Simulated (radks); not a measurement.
Values are calculated unless marked as measured or tabulated.
Task: The promethium ion Pm5+ is in [Xe] 4f(5/2: 2, 7/2: 0). Level of theory: Dirac Kohn-Sham, BLYP, spin-unpolarised, spherical densities, finite nucleus; Fermi nuclear charge, rms radius of each element as measured or else 0.836 A^(1/3) + 0.57 fm (a radial shooting solver on a logarithmic mesh with Libxc functionals). Sub-shells are occupied by j as written (lower j first in brackets). One electron is removed from 4f5/2, 5p1/2, 5s1/2, 5p3/2 in turn, with full relaxation. Which removal costs least, and what does each cost?

Result: 4f5/2 83.902 eV; 5p3/2 85.183 eV; 5p1/2 89.934 eV; 5s1/2 109.69 eV. The 4f5/2 electron leaves first.
